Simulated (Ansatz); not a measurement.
Species: sum formula HSO₃, net charge -1, singlet state. It need not be the lowest isomer of its formula. Whether it binds its extra electron was not tested at this geometry. 
Structure (B3LYP-D3(BJ)/def2-TZVP (Ansatz, a program for electronic structure) minimum search):
```
S
O 1 1.4816
O 1 1.4917 2 111.71
O 1 1.7626 2 103.15 3 -106.10
H 4 0.9698 1 100.97 2 86.50
```
Charge -1, spin multiplicity 1.

Basis-set convergence of Hartree-Fock and CCSD correlation energies (hartree) with Ansatz. Valence correlation only, unless marked. Spin-orbit coupling is left out. Non-relativistic.

| basis | functions | E(HF) | E(corr, CCSD) |
|---|---|---|---|
| aug-cc-pV(D+d)Z | 110 | -622.73919 | -0.78083 |
| aug-cc-pV(T+d)Z | 216 | ___ | ___ |

**Question.** Complete the blanks.

**Answer.** 
- aug-cc-pV(T+d)Z, E(HF): -622.82695
- aug-cc-pV(T+d)Z, E(corr, CCSD): -0.94243
